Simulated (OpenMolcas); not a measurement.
# Pd2+: effect of the ligand basis

Pd2+ with 6 ligands (fluoride) in octahedral coordination (Oh) at 2.17 Å. A charge of +0.667 e stands 2.6 Å behind each ligand.

```json
{
 "Program": "OpenMolcas",
 "Method": "CASSCF",
 "Spin-orbit coupling": "RASSI with atomic mean-field integrals over the reference wave functions"
}
```

Fixed: metal basis ANO-RCC-VTZP, active space 8 electrons in 5 orbitals (4d), DKH2 Hamiltonian.

States (labels of O, the rotations of Oh). Energies in cm-1 above the lowest state or level, χT in cm3 K/mol; 10Dq and B are least-squares fits to the states below 45000 cm-1, weighted by degeneracy, with a free offset, and given where the rms deviation is under 5 % of |10Dq| (or 100 cm-1) and under 700 cm-1.

```json
{"Run": "A", "Ligand basis": "ANO-RCC-VDZP", "Ground state": "3A2", "First state of that spin": "3T2 9695", "10Dq": "9860", "B (rms of fit)": "898 (65)", "First gap with spin-orbit (degeneracies)": "8779 (3, 2)", "χT at 300 K": "1.573", "First state of another spin": "1E 13831", "Cost": "roughly 25 core-seconds"}
{"Run": "B", "Ligand basis": "ANO-RCC-VTZP", "Ground state": "3A2", "First state of that spin": "3T2 9374", "10Dq": "9616", "B (rms of fit)": "892 (85)", "First gap with spin-orbit (degeneracies)": "8471 (3, 2)", "χT at 300 K": "1.587", "First state of another spin": "1E 13667", "Cost": "roughly 90 core-seconds"}
```

Against A, |10Dq| changes by -2.5 % in B.

Costs are those of the RASSCF and RASSI steps.

Without dynamic correlation the repulsion within the d shell is too large (B by tens of per cent), so at a given field states of lower spin stand too high. Real 4d8 and 5d8 ions are as a rule square planar and diamagnetic. With metal d orbitals alone the field can be off either way by tens of per cent. Ligand-to-metal charge-transfer states are missing. With no ligand orbital active B as a rule stays too high, so bands that hang on it stand too high and its fall with covalency is understated. No measured value stands beside these numbers; the geometry is a model, was not optimised and need not be the one that this ion takes.
